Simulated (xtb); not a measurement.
Job for xtb: GFN1-xTB on H2PbS (SMILES [SH][PbH]), a point of a torsion scan.

```
$ xtb mol.xyz --gfn 1 --sp --chrg 0 --uhf 0
4

S     -1.31459771     0.55602348     0.27216767
Pb     1.12778559     0.93950414    -0.22037017
H     -1.42801970    -0.68717940    -0.15177429
H      1.60188358    -0.82932685    -0.00069424
```

Program output:

```
[...]
           -------------------------------------------------
          |                Calculation Setup                |
           -------------------------------------------------



           -------------------------------------------------
          |                 G F N 1 - x T B                 |
           -------------------------------------------------

        Reference                      10.1021/acs.jctc.7b00118
      * Hamiltonian:
        H0-scaling (s, p, d)           1.850000    2.250000    2.000000
        zeta-weighting                 0.000000
      * Dispersion:
        s8                             2.400000
        a1                             0.630000
        a2                             5.000000
        s9                             0.000000
      * Repulsion:
        kExp                           1.500000
        rExp                           1.000000
      * Coulomb:
        alpha                          2.000000
        third order                    atomic
        anisotropic                    false
      * Halogen bond correction:
        rad-scale                      1.300000
        damping                        0.440000


          ...................................................
          :                      SETUP                      :
          :.................................................:
          :  # basis functions                  18          :
          :  # atomic orbitals                  17          :
          :  # shells                            9          :
          :  # electrons                        12          :
          :  # halogen bonds                     0          :
          :  max. iterations                   250          :
          :  Hamiltonian                  GFN1-xTB          :
          :  restarted?                      false          :
          :  GBSA solvation                  false          :
          :  PC potential                    false          :
          :  electronic temp.          300.0000000     K    :
          :  accuracy                    1.0000000          :
          :  -> integral cutoff          0.2500000E+02      :
          :  -> integral neglect         0.1000000E-07      :
          :  -> SCF convergence          0.1000000E-05 Eh   :
          :  -> wf. convergence          0.2000000E-04 e    :
          :  Broyden damping             0.4000000          :
          :  net charge                          0          :
          :  unpaired electrons                  0          :
          ...................................................

 iter      E             dE          RMSdq      gap      omega  full diag
   1     -6.4165390 -0.641654E+01  0.216E+00    2.37       0.0  T
   2     -6.4324800 -0.159410E-01  0.231E+00    3.29       1.0  T
   3     -6.4356875 -0.320743E-02  0.147E+00    3.07       1.0  T
   4     -6.4364346 -0.747109E-03  0.491E-01    2.99       1.0  T
   5     -6.4365221 -0.875320E-04  0.343E-02    2.94       1.5  T
   6     -6.4365208  0.131721E-05  0.435E-02    2.92       1.1  T
   7     -6.4365263 -0.554475E-05  0.638E-03    2.93       7.8  T
   8     -6.4365264 -0.105685E-06  0.153E-03    2.93      32.6  T
   9     -6.4365264 -0.734875E-08  0.642E-05    2.93     779.1  T
  10     -6.4365264 -0.121050E-10  0.119E-05    2.93    4209.8  T

   *** convergence criteria satisfied after 10 iterations ***

         #    Occupation            Energy/Eh            Energy/eV
      -------------------------------------------------------------
         1        2.0000           -0.7889138             -21.4674
         2        2.0000           -0.6687833             -18.1985
         3        2.0000           -0.4717542             -12.8371
         4        2.0000           -0.4004986             -10.8981
         5        2.0000           -0.3721812             -10.1276
         6        2.0000           -0.3577139              -9.7339 (HOMO)
         7                         -0.2499097              -6.8004 (LUMO)
         8                         -0.0963597              -2.6221
         9                         -0.0823445              -2.2407
        10                         -0.0415375              -1.1303
        11                         -0.0139802              -0.3804
       ...                                ...                  ...
        17                          0.5275659              14.3558
      -------------------------------------------------------------
                  HL-Gap            0.1078042 Eh            2.9335 eV
             Fermi-level           -0.3038118 Eh           -8.2671 eV

 SCC (total)                   0 d,  0 h,  0 min,  0.003 sec
 SCC setup                      ...        0 min,  0.000 sec (  3.303%)
 Dispersion                     ...        0 min,  0.000 sec (  1.094%)
 classical contributions        ...        0 min,  0.000 sec (  0.432%)
 integral evaluation            ...        0 min,  0.001 sec ( 25.922%)
 iterations                     ...        0 min,  0.001 sec ( 34.044%)
 molecular gradient             ...        0 min,  0.001 sec ( 31.919%)
 printout                       ...        0 min,  0.000 sec (  3.074%)

         :::::::::::::::::::::::::::::::::::::::::::::::::::::
         ::                     SUMMARY                     ::
         :::::::::::::::::::::::::::::::::::::::::::::::::::::
         :: total energy              -6.421625641672 Eh    ::
         :: gradient norm              0.009738585115 Eh/a0 ::
         :: HOMO-LUMO gap              2.933501352262 eV    ::
         ::.................................................::
         :: SCC energy                -6.436526447324 Eh    ::
         :: -> electrostatic           0.031331630907 Eh    ::
         :: repulsion energy           0.015900619729 Eh    ::
         :: dispersion energy         -0.000999814076 Eh    ::
         :: halogen bond corr.         0.000000000000 Eh    ::
         :: add. restraining           0.000000000000 Eh    ::
         :: total charge               0.000000000000 e     ::
         :::::::::::::::::::::::::::::::::::::::::::::::::::::

           -------------------------------------------------
          |                Property Printout                |
           -------------------------------------------------

    * Orbital Energies and Occupations

         #    Occupation            Energy/Eh            Energy/eV
      -------------------------------------------------------------
         1        2.0000           -0.7889138             -21.4674
         2        2.0000           -0.6687833             -18.1985
         3        2.0000           -0.4717542             -12.8371
         4        2.0000           -0.4004986             -10.8981
         5        2.0000           -0.3721812             -10.1276
         6        2.0000           -0.3577139              -9.7339 (HOMO)
         7                         -0.2499097              -6.8004 (LUMO)
         8                         -0.0963597              -2.6221
         9                         -0.0823445              -2.2407
        10                         -0.0415375              -1.1303
        11                         -0.0139802              -0.3804
        12                          0.0291007               0.7919
        13                          0.0425866               1.1588
        14                          0.0484776               1.3191
        15                          0.0724558               1.9716
        16                          0.1147991               3.1238
        17                          0.5275659              14.3558
      -------------------------------------------------------------
                  HL-Gap            0.1078042 Eh            2.9335 eV
Note: The following floating-point exceptions are signalling: IEEE_DENORMAL
normal termination of xtb
             Fermi-level           -0.3038118 Eh           -8.2671 eV

  Mulliken/CM5 charges         n(s)   n(p)   n(d)
     1S    -0.37065 -0.46676   1.924  4.456 -0.009
     2Pb    0.47234  0.46984   1.938  1.589  0.000
     3H     0.10954  0.17985   0.890  0.000  0.000
     4H    -0.21123 -0.18293   1.211  0.000  0.000

Wiberg/Mayer (AO) data.
largest (>0.10) Wiberg bond orders for each atom

 ---------------------------------------------------------------------------
     #   Z sym  total        # sym  WBO       # sym  WBO       # sym  WBO
 ---------------------------------------------------------------------------
     1  16 S    2.105 --     2 Pb   1.113     3 H    0.983
     2  82 Pb   2.071 --     1 S    1.113     4 H    0.950
     3   1 H    0.994 --     1 S    0.983
     4   1 H    0.963 --     2 Pb   0.950
 ---------------------------------------------------------------------------

Topologies differ in total number of bonds
Writing topology from bond orders to xtbtopo.mol

 dipole moment from electron density (au)
     X       Y       Z
   1.1089   0.5204  -0.5143  total (Debye):    3.377


           -------------------------------------------------
          | TOTAL ENERGY               -6.421625641672 Eh   |
          | GRADIENT NORM               0.009738585115 Eh/α |
          | HOMO-LUMO GAP               2.933501352262 eV   |
           -------------------------------------------------

------------------------------------------------------------------------
------------------------------------------------------------------------
 total:
 SCF:
```

The run finished.

Cost: very roughly 0.020 core-seconds.
